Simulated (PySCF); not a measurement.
Molecule: `InChI=1S/CH7B2NP2/c4-1-3-5-2-6-3/h3H,2,5-6H2`.

Bonds (- single, = double, # triple, : aromatic): N1#C2, C2-B3, B3-P4, P4-B5, B5-P6, P6-B3. B3 carries H7; P4 carries H8, H9; B5 carries H10, H11; P6 carries H12, H13. Formal charges: B3 -1, P4 +1, B5 -1, P6 +1. H8, H11, H13 are cis to C2 on the ring; H9, H10, H12 are trans to C2 on the ring.

Frames of a GFN2-xTB Langevin trajectory at 400 K; GIAO PBE0/pcSseg-1 shieldings in PySCF, gas phase, non-relativistic; equivalent atoms averaged within each frame.

Shifts are taken against calculated references (same method and geometry level): NH3 for ¹⁵N (267.73 ppm); ¹³C (186.93 ppm), ¹H (31.72 ppm) against TMS; BF3·OEt2 for ¹¹B (100.07 ppm); H3PO4 for ³¹P (318.38 ppm). The references are static minima.

How do the shifts (ppm) fluctuate along the trajectory?

Results:


```csv
time (fs),N1,C2,B3,B5,P4/P6,H9/H12,H7,H8/H13,H11,H10
optimised geometry,349.8,128.9,-37.9,-39.1,-152.6,3.90,2.82,4.08,3.36,2.40
250,355.5,128.4,-32.1,-33.7,-148.0,4.55,4.19,4.00,2.88,1.92
425,377.5,139.9,-34.4,-37.9,-135.2,4.85,3.38,4.41,4.72,2.28
625,356.2,132.2,-39.0,-28.0,-159.0,4.23,3.49,3.46,4.02,4.18
800,357.2,130.7,-37.7,-31.2,-137.0,5.05,2.46,4.93,3.26,2.77
1000,362.0,135.4,-29.5,-27.3,-154.0,4.27,3.78,4.85,3.53,3.75
mean of frames,361.7,133.3,-34.5,-31.6,-146.6,4.59,3.46,4.33,3.68,2.98
standard deviation,9.2,4.5,3.9,4.3,10.4,0.36,0.64,0.61,0.71,0.96
```

5 frames give an uncertainty of the mean of about the standard deviation over 2.2 at best, since frames this close in time may not be independent; classical motion lacks zero-point vibration, and the reference would need the same averaging.
